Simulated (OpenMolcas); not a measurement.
Co2+ (d7) among equal point charges was computed by CASSCF with the d shell active (OpenMolcas, ANO-RCC-VDZP on the metal). Its lowest spin-free states, and all those of the highest spin:

```
2S+1  Degeneracy  E (cm-1)
   4           3       0.0
   4           3      3759
   4           1      8374
   2           2     18007
   2           3     20144
   2           3     20296
   4           3     21481
   2           1     21936
   2           3     25919
   2           3     27056
   2           3     27378
   2           2     28491
```

Task: Is the site octahedral, tetrahedral or cube-like, axial, or of lower symmetry?

Result: The states with 2S+1 = 4 have orbital degeneracies 3, 3, 1, 3. Threefold states need a cubic site. For d7 at this spin an octahedron puts the threefold T1 below the threefold T2 and a tetrahedron or cube puts the single A2 below the threefold T2, so the site is octahedral. The run had Co2+ among 6 point charges of -2.2 e arranged as an octahedron (Oh), 2.12 Å from the ion.

An orbital triplet at a regular site is open to Jahn-Teller coupling, which can distort the site and quench the lowest spin-orbit gaps and is left out. Without dynamic correlation the repulsion within the d shell is too large (B by tens of per cent), so at a given field states of lower spin stand too high. This is an electrostatic model: the charges have no orbitals. No measured value stands beside these numbers.
